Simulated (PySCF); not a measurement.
Simulation results for AlH4O2Si, H5OSi2

Calculation on a computer-drawn molecule: the log of a Hartree-Fock and frozen-core CCSD(T) single point meant for a local Hartree-Fock minimum, with one planted fault or none, to be diagnosed. Offsets are logged minus clean, where the clean run is the same molecule without the fault. The reference is restricted for singlets and unrestricted otherwise, and also for a bond in bohr or an excited solution. Adding or removing an electron swaps singlet and doublet. The excited solution moves the top pair (singlet) or top alpha electron (doublet) to the lowest empty orbital. Highest occupied and lowest empty are orbital energies over both spins, largest force is the largest gradient component, triples share is (T) over the correlation energy, the T1 limit is 0.02 restricted and 0.045 unrestricted, electrons count all cores, a negative frequency is imaginary (commonest isotopes), and the dipole is about the centre of nuclear charge. Program: PySCF 2.14.0.

Common to all runs: meant basis cc-pV(D+d)Z; logged SCF converged yes; logged CC converged yes; logged SCF stable within its kind yes; possible faults no fault, one electron removed, one electron added, multiplicity raised by two, geometry at a saddle point, SCF held on an excited solution, minimal basis STO-3G, one bond length entered in bohr, all coordinates scaled.

(1) AlH4O2Si

Logged structure:
```xyz
8
AlH4O2Si
O      0.3288     0.8790    -2.3552
Si    -0.3647     1.4798    -0.9863
O      0.3776     0.7838     0.2714
Al     1.2603    -0.2667     1.2668
H      0.0457     1.2042    -3.1960
H     -0.1964     2.9472    -0.9370
H     -1.8088     1.1632    -0.9664
H      2.1852     0.4093     2.3752
```

- meant charge: 0
- meant multiplicity: 2
- logged electrons: 48
- logged basis functions: 94
- logged spin squared: 0
- logged highest occupied: -0.11009 eV
- logged lowest empty: 6.9493 eV
- logged largest force: 0.066087 hartree/bohr
- logged T1 diagnostic: 0.015319
- logged D1 diagnostic: 0.04583
- logged triples share: 0.022103
- logged dipole magnitude: 11.225 debye
- logged energy HF: -683.01321 hartree
- logged energy CCSD(T): -683.60284 hartree
- planted fault: one electron added
- HF energy offset from clean run: 14.39 kcal/mol
- CCSD(T) energy offset from clean run: -6.803 kcal/mol

Drawn bonds:
| atom | other atom | order |
| --- | --- | --- |
| 1 | 2 | 1 |
| 2 | 3 | 1 |
| 3 | 4 | 1 |
| 1 | 5 | 1 |
| 2 | 6 | 1 |
| 2 | 7 | 1 |
| 4 | 8 | 1 |

(2) AlH4O2Si

Structure as in entry 1.

- meant charge: 0
- meant multiplicity: 2
- logged electrons: 46
- logged basis functions: 94
- logged spin squared: 0
- logged highest occupied: -15.581 eV
- logged lowest empty: -7.0891 eV
- logged largest force: 0.067066 hartree/bohr
- logged T1 diagnostic: 0.019394
- logged D1 diagnostic: 0.066945
- logged triples share: 0.022375
- logged dipole magnitude: 9.3287 debye
- logged energy HF: -682.75294 hartree
- logged energy CCSD(T): -683.31057 hartree
- planted fault: one electron removed
- HF energy offset from clean run: 177.7 kcal/mol
- CCSD(T) energy offset from clean run: 176.6 kcal/mol

Drawn bonds:
| atom | other atom | order |
| --- | --- | --- |
| 1 | 2 | 1 |
| 2 | 3 | 1 |
| 3 | 4 | 1 |
| 1 | 5 | 1 |
| 2 | 6 | 1 |
| 2 | 7 | 1 |
| 4 | 8 | 1 |

(3) AlH4O2Si

Structure as in entry 1.

- meant charge: 0
- meant multiplicity: 2
- logged electrons: 47
- logged basis functions: 94
- logged spin squared: 0.7563
- logged highest occupied: -8.2977 eV
- logged lowest empty: 1.2128 eV
- logged largest force: 5.921e-06 hartree/bohr
- logged lowest frequency: 38.095 cm⁻¹
- logged T1 diagnostic: 0.014809
- logged D1 diagnostic: 0.047875
- logged triples share: 0.020954
- logged dipole magnitude: 0.95866 debye
- logged energy HF: -683.03614 hartree
- logged energy CCSD(T): -683.592 hartree

Drawn bonds:
| atom | other atom | order |
| --- | --- | --- |
| 1 | 2 | 1 |
| 2 | 3 | 1 |
| 3 | 4 | 1 |
| 1 | 5 | 1 |
| 2 | 6 | 1 |
| 2 | 7 | 1 |
| 4 | 8 | 1 |

(4) H5OSi2

Logged structure:
```xyz
8
H5OSi2
O      0.3230     1.3111    -0.8745
Si     0.8978     0.1214     0.0812
Si    -0.7749     0.5881     1.7527
H      0.6651     1.5575    -1.7259
H      2.2172     0.3550     0.6737
H      0.6943    -1.2463    -0.4033
H     -2.1316     0.0245     1.7256
H     -0.6111     1.5911     2.8141
```

* meant charge: 1
* meant multiplicity: 1
* logged electrons: 41
* logged basis functions: 85
* logged spin squared: 0.7706
* logged highest occupied: -7.2573 eV
* logged lowest empty: 2.0084 eV
* logged largest force: 0.040848 hartree/bohr
* logged T1 diagnostic: 0.013465
* logged D1 diagnostic: 0.035056
* logged triples share: 0.022983
* logged dipole magnitude: 3.0435 debye
* logged energy HF: -655.62616 hartree
* logged energy CCSD(T): -656.05671 hartree

Drawn bonds:
| atom | other atom | order |
| --- | --- | --- |
| 1 | 2 | 1 |
| 2 | 3 | 1 |
| 1 | 4 | 1 |
| 2 | 5 | 1 |
| 2 | 6 | 1 |
| 3 | 7 | 1 |
| 3 | 8 | 1 |

Questions
1. Which fault was planted in the run of AlH4O2Si (entry 3)?
2. H5OSi2 (entry 4): planted fault?

Answers
1. no fault
2. one electron added

Further results for AlH4O2Si (entry 3):

* HF energy offset from clean run: 0 kcal/mol
* CCSD(T) energy offset from clean run: 0 kcal/mol

Further results for H5OSi2 (entry 4):

- HF energy offset from clean run: -148 kcal/mol
- CCSD(T) energy offset from clean run: -159.1 kcal/mol
